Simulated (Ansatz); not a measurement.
`[OH][SnH]([F])[O][SiH3]` → `O[SiH3]` + `[OH][Sn][F]` at 298.15 K and 1 bar (stannylene formation by 1,1-elimination).

Calculated with Ansatz (gas phase, PBE0-D4/def2-TZVP geometries, no zero-point term in ΔE). CCSD(T)/CBS adds triple-zeta CCSD(T) − MP2 to the extrapolated MP2 energy (def2 sets, frozen cores). Elements past krypton have def2 core potentials. For Sn outer-core shells are correlated without core-valence functions, which leaves a few kJ/mol of doubt a bond. Each species was taken in one conformer, which may not be the lowest.

| species | CCSD(T)/CBS energy (Eh) | H − E (kJ/mol) | S (J/(mol·K)) |
| --- | --- | --- | --- |
| `[OH][SnH]([F])[O][SiH3]` | -756.36118 | 160.9 | 410.9 |
| `O[SiH3]` | -366.69042 | 113.6 | 257.8 |
| `[OH][Sn][F]` | -389.66871 | 51.5 | 292.7 |

H − E and S are ideal-gas, rigid-rotor, harmonic terms from PBE0-D4/def2-TZVP, for one conformer and one mirror image of each species. 1 Eh = 2625.50 kJ/mol, R = 8.31446 J/(mol·K).

Problem. By hand: ΔE, ΔH, ΔS and ΔG.

Solution. ΔE = (-366.69042) + (-389.66871) − (-756.36118) = 0.00205 Eh = 5.4 kJ/mol. Δ(H − E) = 113.6 + 51.5 − 160.9 = 4.2, so ΔH = 9.6 kJ/mol. ΔS = 257.8 + 292.7 − 410.9 = 139.6 J/(mol·K). ΔG = 9.6 − 298.15 × (139.6)/1000 = -32.0 kJ/mol.

Problem. By hand: the equilibrium constant, and the temperature at which ΔG would vanish if ΔH and ΔS stayed fixed.

Solution. log₁₀ K = −ΔG/(RT ln 10) = 5.6. ΔG = 0 at ΔH/ΔS = 69 K, though so small a ΔH makes that figure unsure.

The number of gas molecules changes by +1, which sets the sign of ΔS. A doubt of 5 kJ/mol in ΔE shifts log₁₀ K by 0.9 here. Other conformers and mirror images would add mixing entropy, several J/(mol·K) or more a flexible species. Modes under 60 cm⁻¹, often nearly free rotors, make the harmonic entropy too high. These are equilibria of isolated gas molecules and say nothing of rates. Largest T1 diagnostic: 0.018 (customary marks: 0.02 for closed shells, 0.045 for open ones).
